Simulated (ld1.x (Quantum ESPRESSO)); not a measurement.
## zirconium, PAW: configuration errors across variants

```
Element                 : zirconium
Generator               : ld1.x (Quantum ESPRESSO) 7.5
Type                    : PAW
Functional              : PBE
Relativity              : scalar-relativistic
Frozen core             : [Kr]
Valence charge          : 4
Reference configuration : 4d2 5s2 5p0
Partial waves           : 5s (bound): rcut 3.05, rcutus 3.55 bohr; 5s channel at 1.55 Ry: rcut 3.05, rcutus 3.55 bohr; 5p (bound, empty): rcut 2.65, rcutus 2.90 bohr; 5p channel at 0.3 Ry: rcut 2.65, rcutus 2.90 bohr; 4d (bound): rcut 2.00, rcutus 2.20 bohr; 4d channel at 0.15 Ry: rcut 2.00, rcutus 2.20 bohr
Local potential         : all-electron potential smoothed inside 3.00 bohr (lloc = -1)
Core correction         : Bessel-smoothed model core, default radius (core density twice the valence density)
Augmentation charge     : PSQ, inside the norm-conserving radii
```

All-electron excitation energies from the reference (eV): (1) 4d2 5s1 5p0 7.137; (2) 4d2 5s0 5p0 20.077; (3) 4d1 5s0 5p0 42.704; (4) 4d1 5s2 5p0 7.664.

The default core radius of the base comes out at 1.99 bohr.

Tests that are not counted but printed errors over 1 eV. “base”: 4d2 5s0 5p2 (solver errors, printed error -52.4 eV). “core correction Bessel-smoothed model core inside 0.92 bohr”: 4d2 5s0 5p2 (solver errors, printed error -52.4 eV). “core correction Bessel-smoothed model core inside 1.16 bohr”: 4d2 5s0 5p2 (solver errors, printed error -52.4 eV). “core correction Bessel-smoothed model core inside 1.32 bohr”: 4d2 5s0 5p2 (solver errors, printed error -52.4 eV). “core correction Bessel-smoothed model core inside 1.58 bohr”: 4d2 5s0 5p2 (solver errors, printed error -52.4 eV).

A true bound ghost makes a file unfit for plane-wave use even where its test errors are small: the radial tests pick states by their node count and pass the ghost by. Where a test does run into it, the solver fails or the error is huge.

Errors AE − PS in meV (a dash: test not solved or not reliable):

| change | (1) | (2) | (3) | (4) | bound ghosts |
| --- | --- | --- | --- | --- | --- |
| base | -2.6 | -22 | -370 | -76 | p |
| core correction a·sin(br)/r model core, default radius (ld1.x builds one for every PAW set, though the input has nlcc=.false.) | 0.0 | +33 | -369 | – | p |
| core correction Bessel-smoothed model core inside 0.92 bohr | -2.6 | -22 | -369 | -75 | p |
| core correction Bessel-smoothed model core inside 1.16 bohr | -2.6 | -22 | -369 | -76 | p |
| core correction Bessel-smoothed model core inside 1.32 bohr | -2.6 | -22 | -369 | -76 | p |
| core correction Bessel-smoothed model core inside 1.58 bohr | -2.6 | -22 | -369 | -76 | p |
| core correction Bessel-smoothed model core inside 1.80 bohr | -2.6 | -22 | -369 | -76 | p |
| core correction Bessel-smoothed model core inside 2.00 bohr | -2.6 | -22 | -370 | -76 | p |
| core correction Bessel-smoothed model core inside 2.16 bohr | -2.6 | -22 | -370 | -76 | p |
| core correction Bessel-smoothed model core inside 2.42 bohr | -2.6 | -22 | -370 | -77 | p |

Task: Give the same row for: core correction Bessel-smoothed model core inside 2.60 bohr.

Result: -2.6, -22, -371, -77; bound ghosts: p. Not counted: 4d2 5s0 5p2 (solver errors, printed error -52.4 eV).
